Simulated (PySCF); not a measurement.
SMILES C(C)B (C₂H₇B), singlet, CAM-B3LYP/def2-SVP optimised geometry.

```
10

B      0.76    -0.63     0.00
H      1.97    -0.63     0.00
H      0.19    -1.70     0.00
C     -0.01     0.72     0.00
C     -1.53     0.69    -0.02
H      0.40     1.31    -0.85
H      0.37     1.28     0.88
H     -1.93     0.15     0.85
H     -1.91     0.18    -0.92
H     -1.97     1.70    -0.01
```

Density from CAM-B3LYP/def2-TZVP (PySCF) at that geometry.

Minimum of the electron density along straight lines between bonded atoms, close to the bond critical point (lines longer than 1.1 times the sum of covalent radii, or with two minima, are not listed):

```csv
bond,length / Å,ρ at the minimum / e bohr⁻³,∇²ρ there / e bohr⁻⁵,position (fraction from the first atom)
B1–H2,1.209,0.182,-0.41,0.44
B1–H3,1.210,0.182,-0.41,0.44
B1–C4,1.556,?,?,0.33
C4–C5,1.526,0.245,?,0.50
C4–H6,1.109,0.262,-0.85,0.64
C4–H7,1.109,0.261,-0.84,0.64
C5–H8,1.101,0.273,-0.92,0.64
C5–H9,1.101,0.273,-0.92,0.64
C5–H10,1.101,0.273,-0.92,0.64
```

Question: Some entries are withheld; supply them.

Answer: 
- B1–C4, ρ at the minimum / e bohr⁻³: 0.197
- B1–C4, ∇²ρ there / e bohr⁻⁵: -0.35
- C4–C5, ∇²ρ there / e bohr⁻⁵: -0.61
